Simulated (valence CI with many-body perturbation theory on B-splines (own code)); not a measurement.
The numbers below are computed, except where a source is named.
**Sensitivity of CI+MBPT for Xe²³⁺**

Method: configuration interaction combined with many-body perturbation theory (CI+MBPT): three valence electrons over a frozen Dirac-Fock core [Ar] 3d10, radial functions for each j: 6 s, 6 p, 5 d, 3 f, 1 g, with the one-electron correlation potential Σ1, the two-electron term Σ2, the three-electron term Σ3, Breit, model QED; selected CI, second order for the rest, scaled by the run's own slope (own B-spline code, finite nucleus).

No measured levels were compared; by estimate levels hold to about 250 cm⁻¹ or 0.2 % of their energy and the worst to 1 %, as in measured heavy ions of charge 2 to 7; those with d or f electrons hold less well.

The reference run has the lowest level (4s^2 4p1/2) J=1/2 and an ionisation energy of 737.466 eV. Its largest variational space holds 3024 state functions.

Levels are named by their leading jj configuration (3d3/2^4 stands for four electrons in 3d with j = 3/2), which in mixed levels can hold well under half, so a name can repeat and another be missing. Letters in brackets count levels of one name in rising energy.

Changed runs:
A. screening of Σ1 on → off; hole-hole ladder in Σ2 on → off
B. highest l with Σ1, explicit Σ2 and valence Breit (higher l get mean screening factors) 3 → 0; lowest core n in screening and Σ2 1 → 1
C. Davidson tolerance 2e-05 → 0.001; scale of Σ1 1 → 0; scale of Σ2 1 → 0; three-electron term on → off
D. size limit of the variational space 10000 → 100; second order for the rest on → off (bad on purpose)

Excitation energies of the reference run in cm⁻¹, and shifts in cm⁻¹:

```tsv
Level	Reference	A	B	C	D
(4s^2 4p3/2) J=3/2	139440	+67	-896	-1261	+298
(4s 4p1/2^2) J=1/2	398621	-2.0	-2129	-2411	-286
(4s 4p1/2 4p3/2) J=3/2 [a]	491342	+24	-4040	-4606	-221
(4s 4p1/2 4p3/2) J=5/2	526182	+56	-2921	-3659	+29
(4s 4p1/2 4p3/2) J=3/2 [b]	584351	+109	-197	-914	+665
(4s 4p1/2 4p3/2) J=1/2	615619	+146	+4979	+4313	+295
(4s 4p3/2^2) J=5/2	659063	+127	-3201	-4172	+162
(4s 4p3/2^2) J=1/2	755144	+245	+1898	+1028	+423
(4s 4p3/2^2) J=3/2	762494	+209	+5073	+3999	+1382
(4s^2 4d3/2) J=3/2	880285	+123	+5412	+4749	+729
(4s^2 4d5/2) J=5/2	905058	+133	+4929	+4205	+551
(4p1/2^2 4p3/2) J=3/2	1008530	+141	+13589	+1306	+361
Ionisation energy (eV)	737.466	+0.076	+2.100	-1.280	-0.091
```
